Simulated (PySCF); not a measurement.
**PySCF run on InBr**

Input:

```python
from pyscf import gto, scf
from pyscf.hessian import thermo

mol = gto.M(
    atom='In 0 0 0; Br 0 0 2.505',
    basis='sbkjc',
    ecp={'In': 'sbkjc', 'Br': 'sbkjc'},
    charge=0,
    spin=0,
    verbose=4,
)
mf = scf.RHF(mol)
mf.kernel()
hess = mf.Hessian().kernel()
print('wavenumber (cm^-1) =', thermo.harmonic_analysis(mol, hess)['freq_wavenumber'].round(1))
mf.dip_moment()
print('orbital energies (hartree):', mf.mo_energy[..., max(0, mol.nelec[1]-3):mol.nelec[0]+3].round(4))
```

```bash
$ OMP_NUM_THREADS=1 python input.py
```

Output:

```
PySCF version 2.14.0

[INPUT] verbose = 4
[INPUT] num. atoms = 2
[INPUT] num. electrons = 28
[INPUT] charge = 0
[INPUT] spin (= nelec alpha-beta = 2S) = 0
[INPUT] symmetry False subgroup None
[INPUT] Mole.unit = angstrom
[INPUT] Symbol           X                Y                Z      unit          X                Y                Z       unit  Magmom
[INPUT]  1 In     0.000000000000   0.000000000000   0.000000000000 AA    0.000000000000   0.000000000000   0.000000000000 Bohr   0.0
[INPUT]  2 Br     0.000000000000   0.000000000000   2.505000000000 AA    0.000000000000   0.000000000000   4.733763942035 Bohr   0.0

nuclear repulsion = 31.0535129761437
number of shells = 15
number of NR pGTOs = 77
number of NR cGTOs = 39
basis = sbkjc
ecp = {'In': 'sbkjc', 'Br': 'sbkjc'}

******** <class 'pyscf.scf.hf.RHF'> ********
method = RHF
initial guess = minao
damping factor = 0
level_shift factor = 0
DIIS = <class 'pyscf.scf.diis.CDIIS'>
diis_start_cycle = 1
diis_space = 8
diis_damp = 0
SCF conv_tol = 1e-09
SCF conv_tol_grad = None
SCF max_cycles = 50
direct_scf = True
direct_scf_tol = 1e-13
Set gradient conv threshold to 3.16228e-05
Initial guess from minao.
init E= -170.527700582237
  HOMO = 0.0909254005366824  LUMO = 0.0970283322241682  gap/eV = 0.16607
cycle= 1 E= -188.771589843239  delta_E= -18.2  |g|= 8.03  |ddm|= 8.49
  HOMO = -1.03541838323557  LUMO = -0.587392161678696  gap/eV = 12.19141
cycle= 2 E= -188.214576640307  delta_E= 0.557  |g|= 7.89  |ddm|= 11.4
  HOMO = -0.358862416744622  LUMO = -0.0620030003251803  gap/eV = 8.07796
cycle= 3 E= -200.951892004223  delta_E= -12.7  |g|= 1.39  |ddm|= 8.56
  HOMO = -0.166610338213712  LUMO = -0.0355935526308973  gap/eV = 3.56515
cycle= 4 E= -201.257081544692  delta_E= -0.305  |g|= 0.718  |ddm|= 2.76
  HOMO = -0.320327376866924  LUMO = 0.0255461246841329  gap/eV = 9.41170
cycle= 5 E= -201.468183629844  delta_E= -0.211  |g|= 0.131  |ddm|= 1.01
  HOMO = -0.322999231742481  LUMO = 0.0386144796378504  gap/eV = 9.84001
cycle= 6 E= -201.474449654354  delta_E= -0.00627  |g|= 0.0179  |ddm|= 0.271
  HOMO = -0.323475574224402  LUMO = 0.0344170263319909  gap/eV = 9.73875
cycle= 7 E= -201.474680469552  delta_E= -0.000231  |g|= 0.00587  |ddm|= 0.0512
  HOMO = -0.324916218133445  LUMO = 0.0335955946629806  gap/eV = 9.75560
cycle= 8 E= -201.474707809501  delta_E= -2.73e-05  |g|= 0.00106  |ddm|= 0.0238
  HOMO = -0.324510665680156  LUMO = 0.0338926223442207  gap/eV = 9.75265
cycle= 9 E= -201.47470902085  delta_E= -1.21e-06  |g|= 0.000333  |ddm|= 0.00392
  HOMO = -0.324439213382611  LUMO = 0.0339164931184173  gap/eV = 9.75136
cycle= 10 E= -201.474709180219  delta_E= -1.59e-07  |g|= 3.87e-05  |ddm|= 0.00181
  HOMO = -0.324444611614807  LUMO = 0.0339160837862471  gap/eV = 9.75149
cycle= 11 E= -201.474709181629  delta_E= -1.41e-09  |g|= 5.87e-06  |ddm|= 0.000134
  HOMO = -0.324442365353412  LUMO = 0.0339150539929016  gap/eV = 9.75140
cycle= 12 E= -201.474709181662  delta_E= -3.3e-11  |g|= 5.61e-07  |ddm|= 2.06e-05
  HOMO = -0.324442345413186  LUMO = 0.0339150297127014  gap/eV = 9.75140
Extra cycle  E= -201.474709181662  delta_E= -1.42e-13  |g|= 1.88e-07  |ddm|= 1.46e-06
converged SCF energy = -201.474709181662
wavenumber (cm^-1) = [263.1]
Dipole moment(X, Y, Z, Debye):  0.00000, -0.00000, -4.04839
orbital energies (hartree): [-0.3913 -0.3913 -0.3244  0.0339  0.0339  0.1199]
```

In short: E(SCF) = -201.474709 Eh, 12 cycles, μz(SCF) = -4.05 D, wavenumbers 263 cm⁻¹.

It ran on Intel Xeon Platinum 8488C (1 thread, shared host) in 6.6 s, peak memory 0.12 GiB.

Stability towards an unrestricted solution was not tested. The bond length is a typed value, not an optimised one, so the wavenumber is not that of the minimum.
